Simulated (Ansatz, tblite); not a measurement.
Forces on the cluster Y₃O₃⁺ at its r2SCAN-D4/def2-SVP geometry. The state is a singlet with charge 1.

In the def2 sets Y takes a core potential; there is no spin–orbit coupling. The xTB rows come from tblite. The restricted singlet is unstable towards broken spin symmetry in Hartree–Fock (as tested in another run); at PBE-D4/def2-TZVP this wasn't settled. No other spin state of charge 1 was run. The structure comes from a short search, and lower isomers may exist.

GFN1-xTB (tblite), largest force 2.24 eV/Å:

```xyz
6
positions Å, forces eV/Å
Y     0.263    1.320   -0.695   -0.036   -0.175    0.103
Y    -1.824   -0.812    0.371    1.361   -0.764    0.718
Y     1.394   -1.399    0.474   -1.585   -0.229    0.624
O     1.775    0.557    0.436    1.002    0.754    0.374
O    -0.120   -0.818   -0.917   -0.050   -0.650   -2.139
O    -1.488    1.152    0.331   -0.692    1.062    0.320
```

GFN2-xTB (tblite), largest force 2.28 eV/Å:

```
Y 0.307 1.537 -0.809
Y -1.518 -1.284 1.095
Y 0.899 -1.727 1.176
O 0.663 0.901 0.394
O -0.023 -0.505 -2.220
O -0.327 1.079 0.363
```

PBE-D4/def2-TZVP (Ansatz), largest force 0.17 eV/Å:

```
Y 0.020 0.107 -0.059
Y -0.054 0.104 0.003
Y 0.085 0.077 0.005
O 0.083 -0.086 0.068
O -0.023 -0.149 -0.077
O -0.111 -0.053 0.060
```
